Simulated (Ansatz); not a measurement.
Consider the ligand exchange at the Si–O bond: `OB(O)O[SiH3]` + `NB[SeH]` → `[SiH3]NB[SeH]` + `OB(O)O`.

Computed with Ansatz on PBE0-D4/def2-TZVP structures; ΔE is electronic, products minus reactants. CBS: MP2 limit from def2 TZ/QZ plus the TZ coupled-cluster correction, frozen cores. This one scheme is used for every species. DFT in def2-TZVPP. B3LYP here is the variant with VWN-RPA as its local correlation; programs differ in this. For Se outer-core shells are correlated without core-valence functions, which leaves a few kJ/mol of doubt a bond. Scalar relativity is left out up to krypton. Each species was taken in one conformer, which may not be the lowest.

| level | ΔE (eV) |
| --- | --- |
| B3LYP-D4 | 0.50 |
| PBE | 0.43 |
| r2SCAN | 0.50 |
| PBE0 | 0.45 |
| MP2/def2-TZVPP | 0.46 |
| SCS-MP2/def2-TZVPP | 0.48 |
| MP2/def2-QZVPP | 0.47 |
| MP2/CBS(def2) | 0.47 |

Q: What does CCSD(T)/CBS give? (Best estimate.)

A: Computed: +0.47 eV. The listed levels differ from it by 0.03, -0.04, 0.03, -0.02, -0.01, 0.01, 0.00, 0.00 eV.

Largest T1 diagnostic among the species: 0.012.

In def2-TZVPP, CCSD(T) changes the Hartree–Fock value by −0.12 eV (the triples alone add −0.02 eV) and MP2 by −0.12 eV.
